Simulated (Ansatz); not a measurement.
Species: Al$_{2}$H$_{4}$, charge -1, multiplicity 2. It need not be the lowest isomer of its formula. 
Structure (B3LYP-D3(BJ)/def2-TZVP (Ansatz, an electronic-structure program) minimum search):
```xyz
6

Al     0.0396     0.0468     1.2405
Al    -0.0396    -0.0468    -1.2405
H      1.3288    -0.3465     2.1404
H     -1.1906     0.5098     2.1885
H      1.1906    -0.5098    -2.1885
H     -1.3288     0.3465    -2.1404
```
Charge -1, spin multiplicity 2.

Total electronic energies in hartree. Cores are frozen in the correlated levels unless marked. Open shells are spin-unrestricted. Spin-orbit coupling is left out. Non-relativistic. Basis-set limits of correlation are two-point, X^-3; Hartree-Fock from the larger set. [CCSD(T)-MP2]/basis is that difference in the basis named.

```csv
level,program,energy (Eh)
HF/6-31G,Ansatz,-486.07031
HF/cc-pV(D+d)Z,Ansatz,-486.15016
BLYP-D3(BJ)/def2-TZVPD,Ansatz + dftd3,-487.27284
LC-wPBE-D4/def2-TZVPD,Ansatz + dftd4,-487.11178
wB97X-V/def2-TZVPD,Ansatz,(withheld)
B2GP-PLYP-D4/def2-TZVPD,Ansatz + dftd4,(withheld)
MP2/aug-cc-pV(D+d)Z,Ansatz,-486.31095
MP2/def2-SVP,Ansatz,-486.12886
MP2/cc-pwCVTZ,Ansatz,-486.35031
MP2/def2-TZVPP,Ansatz,-486.33996
SCS-MP2/aug-cc-pV(D+d)Z,Ansatz,-486.32572
SCS-MP2/cc-pV(T+d)Z,Ansatz,-486.36643
CCSD(T)/6-31G,Ansatz,-486.18129
CCSD(T)/cc-pVTZ,Ansatz,-486.39476
"RI-MP2/CBS(aug-cc-pV(T+d)Z,aug-cc-pV(Q+d)Z)+[CCSD(T)-MP2]/aug-cc-pV(T+d)Z",Ansatz,-486.4255
```

### Question
Complete the blanks.

### Answer

- wB97X-V/def2-TZVPD, energy (Eh): -487.18634
- B2GP-PLYP-D4/def2-TZVPD, energy (Eh): -486.94032
